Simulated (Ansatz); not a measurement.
Basis-set extrapolation for C2H9AlSi (`C[SiH](C)[AlH2]`) (PBE0-D4/def2-TZVP geometry, frozen core, the Gaussian-basis code of Ansatz). Multiplicity 1, RHF reference.

```tsv
	def2-TZVPP	def2-QZVPP
HF	-611.871273	-611.891100
MP2 correlation	-0.566982	-0.604396
CCSD(T) correlation	-0.652394	not run
```

Energies in hartree. Use E(X) = E(∞) + A·exp(−7.88·√X) for Hartree–Fock and E(X) = E(∞) + B·X^(−2.97) for correlation, with X = 3 and 4, and add CCSD(T) minus MP2 of the smaller set to the MP2 limit.

Q: What is the CCSD(T) energy at the basis-set limit?

A: HF limit: -611.891100 + (-0.019827) × 0.13774 = -611.89383. MP2 limit: -0.604396 + (-0.037414) × 0.74074 = -0.63211. Higher-order term: -0.652394 − (-0.566982) = -0.08541. Total: -612.61135 hartree, 2.39 eV below CCSD(T)/def2-TZVPP.
